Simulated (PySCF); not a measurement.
# Energy of Ir²⁺ (iridium, charge +2) between two integer charges

The 5d beta orbital of [Xe] 4f14 5d7 is emptied in steps (occupation f), with all orbitals relaxed, ending at [Xe] 4f14 5d6. Calculation: PySCF 2.14, in def2-SVP with the def2 core potential (60 electrons) (6s3p2d1f, 32 functions); scalar relativity through the core potential. The exact energy is a straight line in f; departures are measured from the line between the end points of the same method.

```
  f  BHandHLYP (eV)  wB97X (eV)  HSE06 (eV)
  1           0.000       0.000       0.000
0.9          -0.223      -0.148      -0.406
0.7          -0.526      -0.352      -0.953
0.5          -0.634      -0.428      -1.138
0.3          -0.540      -0.366      -0.960
0.1          -0.235      -0.159      -0.412
  0           0.000       0.000       0.000
```

Task: For BHandHLYP, how does the orbital energy at f = 1 compare with the removal energy?

Result: −ε = 26.631 eV against a total-energy difference of 29.090 eV. By Janak's theorem ε = ∂E/∂f, so the gap between them reflects the curvature. Along the path −ε is 27.098 (f = 0.9), 28.056 (f = 0.7), 29.049 (f = 0.5), 30.078 (f = 0.3), 31.159 (f = 0.1) eV.

| method | E(f=0) − E(f=1) (eV) | −ε at f=1 (eV) | −ε at f=0.5 (eV) |
| --- | --- | --- | --- |
| BHandHLYP | 29.090 | 26.631 | 29.049 |
| wB97X | 29.162 | 27.540 | 29.118 |
| HSE06 | 29.190 | 24.685 | 29.168 |

Reference removal energy between the ground levels: 28 ± 1.6 eV (theoretical estimate listed by NIST; NIST Atomic Spectra Database, ionization energies). The calculation has no spin-orbit coupling. The determinant left behind need not be the lowest term of the ion.
